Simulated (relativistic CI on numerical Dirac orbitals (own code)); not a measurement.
**One change at a time: Tb III**

Base calculation: Dirac-Coulomb-Breit CI, orbitals from a KLI potential per configuration, QED by a radiative potential, valence Slater integrals scaled by 0.85, P86 correlation energy added to each configuration.

Configuration list (outside the closed core [Kr] 4d10 5s2): 4f⁹5p⁶, 4f⁸5p⁶6s, 4f⁷5p⁶6s², 4f⁸5p⁶7s, 4f¹¹5p⁴. The list is cut by size and lacks configurations that can hold low levels.

Variants: (1) valence Slater integrals scaled by 0.75; (2) self-excluded LDA correlation estimate; (3) configuration mixing switched off; (4) one mean potential for all configurations. Shifts of the energy above 4f⁹5p⁶ ⁶H°15/2, in cm⁻¹, for the lowest level and the first level of each name with at least 55 % of one term (blank where a level changes its place among those of its configuration and J or its character, or is not in the variant):

| Level | Base | Δ(1) | Δ(2) | Δ(3) | Δ(4) | Measured |
| --- | --- | --- | --- | --- | --- | --- |
| 4f⁹5p⁶ ⁶H°15/2 | 0.0 | 0.0 | 0.0 | 0.0 | 0.0 | 0.0 |
| 4f⁹5p⁶ ⁶H°13/2 | 2840.7 | +44.8 | 0.0 | -2.5 | -614.3 | 2804.7 |
| 4f⁸5p⁶6s ⁸F13/2 | 3767.0 | +2321.2 | +1031.1 | -85.0 | -23084.7 | 17676.3 |
| 4f⁹5p⁶ ⁶H°11/2 | 4798.5 | -13.8 | 0.0 | +1.4 | -912.4 | 4734.5 |
| 4f⁸5p⁶6s ⁸F11/2 | 5386.0 | +2253.9 | +1031.4 | -76.7 | -23053.4 | 19181.1 |
| 4f⁹5p⁶ ⁶H°9/2 | 6312.8 | -44.3 | 0.0 | +4.2 | -1135.7 | 6258.1 |
| 4f⁸5p⁶6s ⁶F11/2 | 6653.8 | +2127.2 | +1032.2 | -55.6 | -22978.2 | 20317.6 |
| 4f⁸5p⁶6s ⁸F9/2 | 6776.1 | +2305.4 | +1031.2 | -82.7 | -23068.5 | 20649.0 |
| 4f⁹5p⁶ ⁶H°7/2 | 7484.7 | -58.8 | 0.0 | +6.9 | -1307.9 | 7422.2 |
| 4f⁹5p⁶ ⁶F°11/2 | 7558.9 | -616.7 | 0.0 | 0.0 | +0.4 | 6470.1 |
| 4f⁸5p⁶6s ⁸F7/2 | 7750.2 | +2289.7 | +1031.2 | -83.5 | -23068.9 | 21641.9 |
| 4f⁹5p⁶ ⁶H°5/2 | 8355.5 | -73.7 | 0.0 | +9.2 | -1431.5 | 8285.9 |
| 4f⁸5p⁶6s ⁸F5/2 | 8485.0 | +2289.8 | +1031.2 | -84.2 | -23069.4 | 22384.8 |
| 4f⁸5p⁶6s ⁶F9/2 | 8555.1 | +2056.6 | +1032.4 | -50.4 | -22954.0 | 22475.3 |
| 4f⁹5p⁶ ⁶F°9/2 | 8557.5 | -753.9 | 0.0 | +7.8 | +28.0 | 7621.6 |
| 4f⁸5p⁶6s ⁸F3/2 | 8994.8 | +2288.7 | +1031.2 | -84.6 | -23069.4 | 22898.2 |
| 4f⁸5p⁶6s ⁸F1/2 | 9298.4 | +2290.2 | +1031.1 | -84.9 | -23069.3 | 23203.5 |
| 4f⁸5p⁶6s ⁶F7/2 | 9789.2 | +2011.9 | +1032.4 | -50.0 | -22949.4 | 23357.6 |
| 4f⁹5p⁶ ⁶F°7/2 | 10143.3 | -686.2 | 0.0 | +4.9 | -361.1 |  |
| 4f⁸5p⁶6s ⁶F5/2 | 10712.7 | +2001.2 | +1032.4 | -49.6 | -22944.6 | 24307.4 |
| 4f⁹5p⁶ ⁶F°5/2 | 11318.9 | -678.4 | 0.0 | +3.6 | -601.4 | 10220.4 |
| 4f⁸5p⁶6s ⁶F3/2 | 11339.8 | +1992.0 | +1032.5 | -49.4 | -22941.7 | 24862.6 |

Correlation outside the listed configurations is missing or only estimated: errors of thousands of cm⁻¹ between configurations and terms are usual at this charge. Rates and lifetimes follow the computed energies and can be off by large factors. The fine structure of a lone outer electron comes out too small, for d and f at times inverted, and misplaced configurations move strength between like terms. 21 of the 57 excited levels that our extract of the measured tables holds in this range could be paired (the sources list more); they are missed by 8685 cm⁻¹ on average and 13920 at most, and levels without a partner can miss by more.

Measured levels: Martin, Zalubas and Hagan, Atomic Energy Levels: The Rare-Earth Elements, NSRDS-NBS 60 (1978).

Ionisation energy from the two ground configurations alone: base 19.67 eV; valence Slater integrals scaled by 0.75 19.95 eV; self-excluded LDA correlation estimate 19.98 eV. The NIST ASD value (semi-empirical) is 21.82 eV. The gap of more than 2 % comes from missing correlation, or from a tabulated value that is itself an estimate.

LS names give the leading component of a level, which can be under half, so a name can repeat, a term be missing and a line seem to break the LS rules.
